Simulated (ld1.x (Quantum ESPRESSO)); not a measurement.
An all-electron radial function and its pseudo partner (Ti (Z = 22))

Columns: radius, all-electron u(r) and pseudo u(r) of the 3p shell (level -39.47 eV) of titanium in the configuration [Ne] 3s2 3p6 3d2 4s1.5 4p0.5; LDA (PZ), scalar-relativistic, TM scheme, ld1.x (Quantum ESPRESSO) 7.5.

| r (bohr) | all-electron | pseudo |
| --- | --- | --- |
| 0.108 | 0.4287 | -0.0399 |
| 0.215 | 0.4937 | -0.1516 |
| 0.322 | 0.1796 | -0.3167 |
| 0.430 | -0.2323 | -0.5101 |
| 0.538 | -0.5858 | -0.6993 |
| 0.645 | -0.8301 | -0.8553 |
| 0.752 | -0.9702 | -0.9620 |
| 0.860 | -1.0264 | -1.0132 |
| 0.968 | -1.0208 | -1.0124 |
| 1.075 | -0.9755 | -0.9720 |
| 1.182 | -0.9067 | -0.9057 |
| 1.290 | -0.8251 | -0.8250 |
| 1.398 | -0.7395 | -0.7395 |
| 1.505 | -0.6558 | -0.6558 |
| 1.612 | -0.5764 | -0.5764 |
| 1.720 | -0.5024 | -0.5024 |
| 1.828 | -0.4353 | -0.4353 |
| 1.935 | -0.3758 | -0.3758 |
| 2.042 | -0.3233 | -0.3233 |
| 2.150 | -0.2768 | -0.2768 |
| 2.258 | -0.2363 | -0.2363 |
| 2.365 | -0.2016 | -0.2016 |
| 2.472 | -0.1717 | -0.1717 |
| 2.580 | -0.1457 | -0.1457 |
| 2.688 | -0.1235 | -0.1235 |
| 2.795 | -0.1047 | -0.1047 |

(1) How many radial nodes do the two functions have?

(2) At about which radius was the pseudo-wave matched?

(3) Is the pseudo-wave norm-conserving?

Results:

(1) The all-electron 3p function has n − l − 1 = 1; the pseudo-wave has 0, since the states of the same l below it are removed with the core.

(2) 1.55 bohr. The columns agree to 0.0005 from 1.29 bohr on; several derivatives are matched, so the curves merge somewhat inside the radius.

(3) Yes: the TM scheme keeps the norm inside the radius equal to the all-electron one, which fixes the energy derivative of the logarithmic derivative at the level.
